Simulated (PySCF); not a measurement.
Compound: C₃H₇ClOSi.
Structure used (PBE0-D3(BJ)/def2-SVP), in Å, numbered top down from 1:
```
atom  x, y, z in Å
C1    -2.238   -0.376    0.535
O2    -0.845   -0.287    0.382
C3    -0.372    0.677   -0.426
C4     0.939    0.783   -0.681
Si5    2.152   -0.415    0.049
Cl6    4.056    0.158   -0.560
H7    -2.432   -1.169    1.267
H8    -2.665    0.569    0.913
H9    -2.733   -0.641   -0.416
H10   -1.126    1.357   -0.846
H11    1.268    1.591   -1.339
H12    1.930   -1.809   -0.431
H13    2.142   -0.410    1.539
```

Jobs on this species (13 atoms, 64 electrons) with PySCF (density fitting). Hardware of each: one thread, Arm Neoverse V2 (aarch64), no GPU, shared host. The host was shared with other jobs, so the times are rough. Peak memory is the resident size of the whole Python process, interpreter and libraries included.

```json
{"level and settings": "delta-SCF UKS PBE, pcX-2 on the ionised atom, pcseg-1 elsewhere, spin-free X2C", "work": "ΔSCF core ionisation, 8 holes", "basis functions": "169", "SCF cycles": "?", "wall time": "?", "peak memory": "?"}
{"level and settings": "delta-SCF UKS B3LYP, pcX-2 on the ionised atom, pcseg-1 elsewhere, spin-free X2C", "work": "ΔSCF core ionisation, 8 holes", "basis functions": "169", "SCF cycles": "116", "wall time": "75 s", "peak memory": "0.72 GiB"}
{"level and settings": "delta-SCF UKS SCAN, pcX-2 on the ionised atom, pcseg-1 elsewhere, spin-free X2C", "work": "ΔSCF core ionisation, 8 holes", "basis functions": "169", "SCF cycles": "136", "wall time": "57 s", "peak memory": "0.70 GiB"}
{"level and settings": "delta-SCF UKS PBE0, pcX-2 on the ionised atom, pcseg-1 elsewhere, spin-free X2C", "work": "ΔSCF core ionisation, 8 holes", "basis functions": "169", "SCF cycles": "114", "wall time": "72 s", "peak memory": "0.82 GiB"}
{"level and settings": "delta-SCF UKS SCAN, def2-TZVP on the ionised atom, pcseg-1 elsewhere, spin-free X2C", "work": "ΔSCF core ionisation, 8 holes", "basis functions": "146", "SCF cycles": "135", "wall time": "52 s", "peak memory": "0.62 GiB"}
{"level and settings": "delta-SCF UKS SCAN, pcX-2 on the ionised atom, pcseg-1 elsewhere, non-relativistic", "work": "ΔSCF core ionisation, 8 holes", "basis functions": "169", "SCF cycles": "134", "wall time": "54 s", "peak memory": "0.78 GiB"}
{"level and settings": "delta-SCF UKS HF, pcX-2 on the ionised atom, pcseg-1 elsewhere, spin-free X2C", "work": "ΔSCF core ionisation, 8 holes", "basis functions": "169", "SCF cycles": "187", "wall time": "72 s", "peak memory": "0.62 GiB"}
{"level and settings": "PBE0-D3(BJ)/def2-SVP, grid level 1", "work": "geometry optimisation from a GFN2-xTB start shaken at random", "basis functions": "127", "SCF cycles": "69", "wall time": "63 s", "peak memory": "0.52 GiB"}
{"level and settings": "delta-SCF UKS SCAN, pcX-1 on the ionised atom, pcseg-1 elsewhere, spin-free X2C", "work": "ΔSCF core ionisation, 8 holes", "basis functions": "149", "SCF cycles": "133", "wall time": "46 s", "peak memory": "0.62 GiB"}
```

Fill in the missing figures.

- delta-SCF UKS PBE, pcX-2 on the ionised atom, pcseg-1 elsewhere, spin-free X2C; ΔSCF core ionisation, 8 holes: 35 s, 0.78 GiB, 132 SCF cycles

What do all jobs in the table cost together?

About 8.8 min; the longest takes about 14 % of that, and about 2.1 times as long as the shortest.
